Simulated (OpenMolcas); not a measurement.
# Ti3+ in a ligand field

Ti3+ with 6 ligands (ammonia) in octahedral coordination (S6) at 2.09 Å. Ligand basis ANO-RCC-VDZP.
```
Ti    0.0000    0.0000    0.0000
N     2.0900    0.0000    0.0000
H     2.4721    0.9457    0.0000
H     2.4721   -0.4729    0.8190
H     2.4721   -0.4729   -0.8190
N     0.0000    2.0900    0.0000
H     0.0000    2.4721    0.9457
H     0.8190    2.4721   -0.4729
H    -0.8190    2.4721   -0.4729
N    -2.0900    0.0000    0.0000
H    -2.4721   -0.9457    0.0000
H    -2.4721    0.4729   -0.8190
H    -2.4721    0.4729    0.8190
N     0.0000   -2.0900    0.0000
H     0.0000   -2.4721   -0.9457
H    -0.8190   -2.4721    0.4729
H     0.8190   -2.4721    0.4729
N     0.0000    0.0000    2.0900
H     0.9457    0.0000    2.4721
H    -0.4729    0.8190    2.4721
H    -0.4729   -0.8190    2.4721
N     0.0000    0.0000   -2.0900
H    -0.9457    0.0000   -2.4721
H     0.4729   -0.8190   -2.4721
H     0.4729    0.8190   -2.4721
```

- Program: OpenMolcas 26.06
- Method: SS-CASPT2, IPEA 0.25 Eh, imaginary shift 0.1 Eh (closed shells correlated: 3s 3p and the ligand valence shells)
- Basis: ANO-RCC-VDZP [5s4p2d1f]
- Scalar Hamiltonian: DKH2, point nucleus
- Active space: 1 electron in 5 orbitals (3d)
- State averaging: 2S+1 = 2 even, 5 roots
- Spin-orbit coupling: RASSI with atomic mean-field integrals over the reference wave functions

The lowest spin-free states, above the lowest:

```
   State  Degeneracy  E (cm-1)
2S+1 = 2           2         0
2S+1 = 2           1        75
2S+1 = 2           2     25690
```

The lowest levels with spin-orbit coupling:

```tsv
E (cm-1)	Degeneracy	2S+1	g
0	2	2	0.00 0.00 0.05
43	2	2	0.44 0.44 1.13
220	2	2	0.79 2.43 2.43
25750	2	2	0.00 0.00 2.01
25750	2	2	0.02 0.02 2.02
```

Powder χT (cm3 K/mol): 0.00552 at 2 K, 0.0274 at 10 K, 0.139 at 50 K, 0.255 at 100 K, 0.394 at 200 K, 0.462 at 300 K. The effective moment at 300 K is 2.828 √(χT) = 1.92 μB.

The lowest level has 2S+1 = 2, for which the spin-only value is χT = S(S+1) / 2 = 0.375 cm3 K/mol (g = 2). The computed 0.462 at 300 K differs by +0.087, through orbital momentum, spin-orbit coupling and any other state in reach.

Roots that are degenerate in the reference are averaged as groups; the widest CASPT2 spread within a group is 41 cm-1 (the 2-fold group of multiplicity 2 near 0 cm-1 above the lowest state of its run). Shifts and gaps below about the spread of the groups concerned are not significant. Over all roots computed the reference weight is 0.70 to 0.71; a low but even weight reflects the number of correlated electrons. An orbital doublet at a regular site is open to a Jahn-Teller distortion, which this geometry leaves out. The least metal-like active orbital is 84 % on the metal (Löwdin) and no ligand orbital is active, so the numbers are rough. Ligand-to-metal charge-transfer states are missing. With one d shell and no ligand orbital active, 10Dq can be off by a tenth or more. No measured value stands beside these numbers; the geometry is a model, was not optimised and need not be the one that this ion takes.

The CASPT2 steps took 33 s on 1 thread of Intel(R) Xeon(R) 6975P-C (Granite Rapids), with other jobs on the host; the integral step is not counted.
